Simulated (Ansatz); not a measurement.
CH$_{4}$BOSb, SMILES `[BH]1C[O][SbH]1`. Total charge 0; spin multiplicity 1. Correlated methods include outer-core shells of Sb, which these sets cover unevenly. Sb: def2 effective core potential.

```csv
atom,x (Å),y (Å),z (Å)
B1,0.6369,-0.7680,0.0304
C2,0.1286,0.5613,0.6666
O3,-1.2528,0.6762,0.3130
Sb4,-1.4270,-0.9704,-0.8298
H5,1.7049,-1.2938,0.0418
H6,0.7057,1.4145,0.2641
H7,0.2631,0.6185,1.7594
H8,-0.7595,-0.2384,-2.2455
```

Give the diagnostics of a CCSD(T)/def2-TZVPP run (frozen core, Ansatz 0.2.0). (Best estimate.)

The calculation gave: T1 = 0.0163, largest single amplitude 0.028, largest double 0.037, (T) share of the correlation energy 3.7 %, 11 CCSD cycles. The RHF solution is stable towards an unrestricted one. T1 lies under the customary mark of 0.02 for closed shells.
